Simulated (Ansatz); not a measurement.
Cost and result for the atomization energy of C$_{2}$H$_{6}$BFN$_{2}$, SMILES `N=CC(N)BF` (12 atoms, 11 bonds).

```xyz
12

N    -1.399   -0.041   -1.660
C    -0.830   -0.415   -0.596
C     0.492    0.154   -0.142
N     1.405   -0.818    0.422
B     0.175    1.344    0.836
F     0.499    1.232    2.115
H    -2.280   -0.533   -1.799
H    -1.239   -1.185    0.076
H     0.936    0.626   -1.031
H     1.414   -1.685   -0.098
H     1.209   -1.019    1.392
H    -0.384    2.341    0.485
```

The species carries charge 0 and has multiplicity 1. All single points use the PBE0-D4/def2-TZVP geometry. It is one conformer, not always the lowest. Program: Ansatz. All runs use 4 threads of an Arm Neoverse V1 on a shared host. Times are those of one run each, without the atoms' runs, and a repeat can differ threefold. Electronic energies, without spin–orbit coupling; frozen cores. CCSD(T)/CBS adds CCSD(T) − MP2 in def2-TZVPP to the MP2 limit, and its time is that of the two runs behind it. T1 = 0.013. B3LYP takes the VWN-RPA correlation (the form of Gaussian; ORCA's B3LYP/G).

CCSD(T)/CBS is a level of theory with its own doubt, some kJ/mol a heavy atom from the limit and from the frozen cores, so smaller differences don't rank the functionals.

| level | functions | wall time |
| --- | --- | --- |
| PBE-D4/def2-TZVPP (with forces) | 270 | 2.8 s |
| PBE0-D4/def2-TZVPP | 270 | 3 s |
| B3LYP-D4/def2-TZVPP (with forces) | 270 | 5 s |
| r2SCAN-D4/def2-TZVPP (with forces) | 270 | 5.5 s |
| B2PLYP/def2-TZVPP | 270 | 6.5 s |
| ωB97X-V/def2-TZVPP | 270 | 8.5 s |
| ωB97M-V/def2-TZVPP (with forces) | 270 | 12 s |
| MP2/def2-QZVPP | 522 | 38 s |
| CCSD(T)/def2-TZVPP | 270 | 4.9 min |
| CCSD(T)/CBS(def2) | – | 5.5 min |

(1) What atomization energy does each give, and how far from CCSD(T)/CBS? (Estimate.)

Answers

(1) The calculation gave: 
```json
{"level": "PBE-D4/def2-TZVPP (with forces)", "atomization (kJ/mol)": "4916.5", "difference from CCSD(T)/CBS": "174.4", "per bond": "15.8"}
{"level": "PBE0-D4/def2-TZVPP", "atomization (kJ/mol)": "4789.8", "difference from CCSD(T)/CBS": "47.7", "per bond": "4.3"}
{"level": "B3LYP-D4/def2-TZVPP (with forces)", "atomization (kJ/mol)": "4781.0", "difference from CCSD(T)/CBS": "38.9", "per bond": "3.5"}
{"level": "r2SCAN-D4/def2-TZVPP (with forces)", "atomization (kJ/mol)": "4759.3", "difference from CCSD(T)/CBS": "17.2", "per bond": "1.6"}
{"level": "B2PLYP/def2-TZVPP", "atomization (kJ/mol)": "4723.1", "difference from CCSD(T)/CBS": "-19.0", "per bond": "-1.7"}
{"level": "ωB97X-V/def2-TZVPP", "atomization (kJ/mol)": "4773.3", "difference from CCSD(T)/CBS": "31.2", "per bond": "2.8"}
{"level": "ωB97M-V/def2-TZVPP (with forces)", "atomization (kJ/mol)": "4783.9", "difference from CCSD(T)/CBS": "41.8", "per bond": "3.8"}
{"level": "MP2/def2-QZVPP", "atomization (kJ/mol)": "4794.3", "difference from CCSD(T)/CBS": "52.2", "per bond": "4.7"}
{"level": "CCSD(T)/def2-TZVPP", "atomization (kJ/mol)": "4608.4", "difference from CCSD(T)/CBS": "-133.7", "per bond": "-12.2"}
{"level": "CCSD(T)/CBS(def2)", "atomization (kJ/mol)": "4742.1", "difference from CCSD(T)/CBS": "0.0", "per bond": "0.0"}
```

From PBE to PBE0 (25 % exact exchange), in def2-TZVPP and without D4, the atomization energy moves by −123.2 kJ/mol: exact exchange takes away binding that semilocal exchange gives to molecules. The D4 term adds +34.8 kJ/mol with B3LYP and +18.3 kJ/mol with PBE0; it sums over pairs of atoms, weighted by their polarisabilities, and B3LYP, whose exchange is more repulsive, gets the larger term. In def2-TZVPP, CCSD(T) changes the Hartree–Fock value by +1265.7 kJ/mol (the triples alone add +82.5 kJ/mol) and MP2 by +1372.2 kJ/mol; breaking electron pairs costs correlation energy, which Hartree–Fock lacks.
